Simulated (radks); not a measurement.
Q: V+, 22 electrons, occupied as [Ar] 3d4. All-electron calculation, Dirac Kohn-Sham, PBEsol, spin-unpolarised, spherical densities, finite nucleus; open shells fill j = l - 1/2 first; Fermi nuclear charge, rms radius 3.6002 fm. Program: a radial shooting solver on a logarithmic mesh with Libxc functionals.

Spin-orbit splittings of the eigenvalues, e(l+1/2) - e(l-1/2), with zeta = 2 splitting/(2l+1) and mean radii in bohr:

| shell | occ. | splitting (eV) | zeta (eV) | <r> j=l-1/2 | <r> j=l+1/2 |
|---|---|---|---|---|---|
| 2p | 6 | ? | ? | 0.2723 | 0.2751 |
| 3p | 6 | 0.8121 | 0.5414 | 1.025 | 1.034 |
| 3d | 4 | 0.05831 | 0.02332 | 1.545 | 1.552 |

Estimate the 2p splitting.

A: 7.093 eV (zeta = 4.728 eV).
